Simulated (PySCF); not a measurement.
# MoCl₂, quintet: computed properties

These are results of UPBE0/[Mo def2-TZVP with ECP28, Cl def2-TZVP], scalar-relativistic core potentials, density fitting, no spin–orbit coupling, PySCF, not measurements.

The structure is a minimum.

| Quantity | Value |
| --- | --- |
| Point group | C2v |
| Bond lengths | Mo–Cl 2.260 Å (×2) |
| Bond angles | Cl–Mo–Cl 131.6° |
| Principal quadrupole moments (Buckingham, traceless) about the centre of mass | -8.53, 3.21, 5.32 D Å |
| Highest occupied level (α) | -6.69 eV |
| Zero-point energy | 5.3 kJ/mol |
| Spin squared ⟨S²⟩ | 6.022 |
| Enthalpy at 298.15 K above 0 K | 13.59 kJ/mol |
| Dipole moment | 2.52 D |
| Atomisation energy without zero-point energy | 742 kJ/mol |
| Rotational constants | 0.4811, 0.05676, 0.05077 cm⁻¹ |
| Rotational symmetry number | 2 |
| Entropy at 298.15 K and 1 bar (electronic part: spin only) | 316.3 J/(mol K) |
| Lowest empty level (α) | -3.55 eV |
| Principal polarisabilities | 50.3, 59.4, 86.2 bohr³ |
| Heat capacity Cp at 298.15 K | 53.8 J/(mol K) |

Harmonic modes (masses in u: Mo 97.905, Cl 34.969):
| symmetry | ω (cm⁻¹) | IR (km/mol) | type |
| --- | --- | --- | --- |
| a1 | 75 | 5.7 | bend |
| a1 | 380 | 20.4 | stretch |
| b2 | 423 | 109 | stretch |

In C2v the vibrations span 2a1 + b2. Here b1 is antisymmetric to the molecular plane and b2 lies in it.

Charges (e):
```csv
atom,Mulliken,Löwdin,polar tensor,spin (Mulliken),Mayer order to Mo1
Mo1,0.82,-0.01,1.18,4.00,–
"Cl2,3",-0.41,0.01,-0.59,0.00,1.04
```

Mulliken populations on Mo1 (electrons outside its core potential): s 2.52, p 6.20, d 4.45, f 0.01.

Outer orbital energies (eV). α occupied: -10.40, -9.92, -9.77, -9.47, -7.65, -7.63, -7.01, -6.69; empty: -3.55, -1.60, -0.50, 0.71. β occupied: -22.58, -22.34, -11.04, -10.40, -9.62, -9.57, -9.40, -9.33; empty: -2.53, -2.17, -1.88, -1.87.

Formally Mo is in oxidation state +2, d4, with 4 unpaired electrons (the high-spin count). The Mulliken spin on Mo is 4.00. The polar-tensor charge on Mo, 1.18, is far below the formal one.

Only a few start shapes were tried, so a lower isomer may exist. Other spin states or occupations of the open shell can lie lower.

The final relaxation and frequency run took 49 s on 4 threads of a shared Arm Neoverse V1 host, with 114 basis functions and 9 gradients; the process peaked at 1.1 GiB. Launch command: `OMP_NUM_THREADS=4 python axn.py task.json out`.
